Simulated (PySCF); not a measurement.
How the functional moves excitation energies

CH5ClSSi.
SMILES: `CS[SiH2]Cl`

Linear-response calculations in the def2-SVPD basis (PySCF; singlets by full response, triplets Tamm–Dancoff, core orbitals frozen in the response; HF means time-dependent Hartree–Fock). 'Strongest' is the level of largest summed f among the singlets computed (10 roots, of which the last may lack a degenerate partner); it can jump between rows when another state enters that window. S1 is the lowest singlet of each run and needn't be the same state throughout; f(S1) is that of one state. One conformer (not necessarily the lowest) at the PBE0-D3(BJ)/def2-SVP geometry, without solvent, vibrations or thermal averaging.

```json
{"functional": "LDA", "kind": "LDA", "S1 (eV)": "4.57", "f(S1)": "0.000", "strongest (eV)": "6.74", "T1 (eV)": "4.43", "HOMO (eV)": "-6.10", "gap (eV)": "4.51", "ionisation energy, ΔSCF (eV)": "9.29"}
{"functional": "PBE", "kind": "GGA", "S1 (eV)": "4.71", "f(S1)": "0.000", "strongest (eV)": "7.13", "T1 (eV)": "4.52", "HOMO (eV)": "-6.03", "gap (eV)": "4.65", "ionisation energy, ΔSCF (eV)": "9.18"}
{"functional": "B3LYP", "kind": "global hybrid, 20% exact exchange", "S1 (eV)": "5.14", "f(S1)": "0.001", "strongest (eV)": "7.51", "T1 (eV)": "4.90", "HOMO (eV)": "-7.00", "gap (eV)": "6.27", "ionisation energy, ΔSCF (eV)": "9.36"}
{"functional": "PBE0", "kind": "global hybrid, 25% exact exchange", "S1 (eV)": "5.26", "f(S1)": "0.001", "strongest (eV)": "7.72", "T1 (eV)": "4.97", "HOMO (eV)": "-7.24", "gap (eV)": "6.71", "ionisation energy, ΔSCF (eV)": "9.35"}
{"functional": "BHandHLYP", "kind": "global hybrid, 50% exact exchange", "S1 (eV)": "5.64", "f(S1)": "0.002", "strongest (eV)": "8.08", "T1 (eV)": "5.29", "HOMO (eV)": "-8.32", "gap (eV)": "8.61", "ionisation energy, ΔSCF (eV)": "9.31"}
{"functional": "CAM-B3LYP", "kind": "range-separated hybrid", "S1 (eV)": "5.43", "f(S1)": "0.002", "strongest (eV)": "7.87", "T1 (eV)": "5.12", "HOMO (eV)": "-8.55", "gap (eV)": "8.97", "ionisation energy, ΔSCF (eV)": "9.42"}
{"functional": "LC-wPBE", "kind": "range-separated hybrid", "S1 (eV)": "5.75", "f(S1)": "0.002", "strongest (eV)": "8.46", "T1 (eV)": "5.32", "HOMO (eV)": "-9.94", "gap (eV)": "11.47", "ionisation energy, ΔSCF (eV)": "9.51"}
{"functional": "HF", "kind": "Hartree–Fock", "S1 (eV)": "6.26", "f(S1)": "0.004", "strongest (eV)": "8.60", "T1 (eV)": "5.72", "HOMO (eV)": "-10.04", "gap (eV)": "12.20", "ionisation energy, ΔSCF (eV)": "not settled"}
```

Task: What does wB97X-D (range-separated hybrid) give?

Result: S1 (eV) 5.50, f(S1) 0.002, strongest (eV) 8.03, T1 (eV) 5.23, HOMO (eV) -9.08, gap (eV) 10.27, ionisation energy, ΔSCF (eV) 9.45. S1 runs from 4.57 eV (LDA) to 6.26 eV (HF), a spread of 1.69 eV, while the orbital gap spreads over 7.7 eV. Along PBE (0%), B3LYP (20%), PBE0 (25%), BHandHLYP (50%), HF (100%) S1 rises with the share of exact exchange. −ε(HOMO) comes closest to its own ΔSCF ionisation energy with wB97X-D (-0.37 eV) and misses most with LDA (-3.19 eV). 'Not settled' means that the ion's SCF failed to converge or may have ended in another state than the lowest.

Without π bonds the low states are Rydberg-like; a valence basis with one diffuse set may place them up to an eV too high.
